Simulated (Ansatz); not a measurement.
`[NH2][Zn][O][SiH3]` + HCl → `[SiH3][O][Zn][Cl]` + NH₃ at 298.15 K and 1 bar (ligand exchange at a Zn–N bond).

Calculated with Ansatz (gas phase, PBE0-D4/def2-TZVP geometries, no zero-point term in ΔE). CCSD(T)/CBS is the MP2 limit (def2-TZVPP, def2-QZVPP) plus CCSD(T) − MP2 in def2-TZVPP, frozen cores. This one scheme is used for every species. For Zn outer-core shells are correlated without core-valence functions, which leaves a few kJ/mol of doubt a bond. Scalar relativity is left out up to krypton. One conformer a species, not always the lowest.

```
             species  CCSD(T)/CBS energy (Eh)  H − E (kJ/mol)  S (J/(mol·K))
`[NH2][Zn][O][SiH3]`              -2200.41345           164.2          375.2
                 HCl               -460.38127            26.6          186.8
 `[SiH3][O][Zn][Cl]`              -2604.33020            99.8          363.3
                 NH₃                -56.50880           100.5          192.4
```

H − E and S are ideal-gas, rigid-rotor, harmonic terms from PBE0-D4/def2-TZVP, for one conformer and one mirror image of each species. 1 Eh = 2625.50 kJ/mol, R = 8.31446 J/(mol·K).

**Question.** By hand: ΔE, ΔH, ΔS and ΔG.

**Answer.** ΔE = (-2604.33020) + (-56.50880) − (-2200.41345) − (-460.38127) = -0.04428 Eh = -116.3 kJ/mol. Δ(H − E) = 99.8 + 100.5 − 164.2 − 26.6 = 9.5, so ΔH = -106.8 kJ/mol. ΔS = 363.3 + 192.4 − 375.2 − 186.8 = -6.3 J/(mol·K). ΔG = -106.8 − 298.15 × (-6.3)/1000 = -104.9 kJ/mol.

**Question.** By hand: the equilibrium constant, and the temperature at which ΔG would vanish if ΔH and ΔS stayed fixed.

**Answer.** log₁₀ K = −ΔG/(RT ln 10) = 18.4. ΔG = 0 at ΔH/ΔS = 16952 K, far beyond where these terms or the molecules hold.

The number of gas molecules stays the same, so ΔS is small and ΔH decides. A doubt of 5 kJ/mol in ΔE shifts log₁₀ K by 0.9 here. Other conformers and mirror images would add mixing entropy, several J/(mol·K) or more a flexible species. Modes under 60 cm⁻¹, often nearly free rotors, make the harmonic entropy too high. These are equilibria of isolated gas molecules and say nothing of rates. Largest T1 diagnostic: 0.015 (customary marks: 0.02 for closed shells, 0.045 for open ones).
